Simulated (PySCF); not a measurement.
This script is equivalent to a calculation on Bi (bismuth, neutral).

```python
from pyscf import gto, scf, dft, mp, cc
import basis_set_exchange as bse
txt = bse.get_basis("aug-cc-pVQZ-PP", elements=["Bi"], fmt="nwchem", header=False)
cut = txt.index("\nECP")
mol = gto.M(atom="Bi 0 0 0", charge=0, spin=3, symmetry="D2h",
            basis=gto.basis.parse(txt[:cut]),
            ecp={"Bi": gto.basis.parse_ecp(txt[cut:])})
mf = dft.UKS(mol, xc="LC_WPBE")
mf.irrep_nelec = {'Ag': (4, 4), 'B1g': (1, 1), 'B2g': (1, 1), 'B3g': (1, 1), 'B1u': (2, 1), 'B2u': (2, 1), 'B3u': (2, 1)}
mf.kernel()
```

(1) What total energy does it give?

(2) Which occupied shell lies highest, and where?

(3) What is ⟨S²⟩, and what would a pure spin state give?

Energies and moments cover only the electrons outside the core potential. Spin-orbit coupling, which splits the p, d and f shells strongly at this Z, is absent. Spin-orbit coupling is strong in this species (close to jj coupling), so the high-spin LS determinant is a model state, not a physical level.

Results:

(1) -214.652 hartree (calculated).

(2) 6p α, at -8.670 eV.

(3) 3.756, against 3.75.
